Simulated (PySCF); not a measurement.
[PySCF 2.14.0 with density-fitted response routines: σ from GIAO-PBE0/pcSseg-1; geometry: GFN2-xTB; non-relativistic Hamiltonian; one conformer; isolated molecule; rapidly exchanging positions averaged]

δ = σ(ref) − σ, references computed at the same level: $^{1}$H (σ = 31.72 ppm) and $^{13}$C (σ = 186.93 ppm) against TMS. Shifts are as computed. Against solution values, carbons near 30 ppm lie about +3 ppm off and those near 130 ppm about +5 ppm. Of 1211 compounds with measured shifts, 218 miss one by over three times the rms of a fit or turn the order of signals round; such compounds aren't used in these exercises.

(1) Order these molecules by the shift of their most deshielded carbon, lowest δ first.
A. Cc1ccpc(C)c1C
B. Fc1oc2ccccc2p1
C. Cc1ccc(O[SiH3])o1

(2) Order these molecules by the shift of their most deshielded carbon-bound hydrogen, lowest δ first.
A. Fc1oc2ccccc2p1
B. Cc1ccc(O[SiH3])o1
C. Cc1ccpc(C)c1C
D. CC(=O)CCC(F)(F)F

(3) How many $^{13}$C and $^{1}$H signals does each give (equivalence by symmetry and fast rotation, but not about amide C–N or C=N bonds)? `Cc1ccpc(C)c1C`, `CC(=O)CCC(F)(F)F`, `Cc1ccc(O[SiH3])o1`, `Fc1oc2ccccc2p1`

Answers

(1) C (162.6 ppm, aromatic carbon bearing oxygen), A (176.2 ppm, substituted aromatic carbon), B (213.3 ppm, aromatic carbon bearing fluorine).

(2) D (2.69 ppm, hydrogen on an sp3 CH2 α to a carbonyl), B (6.20 ppm, hydrogen on an aromatic CH), A (8.31 ppm, hydrogen on an aromatic CH), C (8.86 ppm, hydrogen on an aromatic CH).

(3) Cc1ccpc(C)c1C: 8 C, 5 H; CC(=O)CCC(F)(F)F: 5 C, 3 H; Cc1ccc(O[SiH3])o1: 5 C, 4 H; Fc1oc2ccccc2p1: 7 C, 4 H.
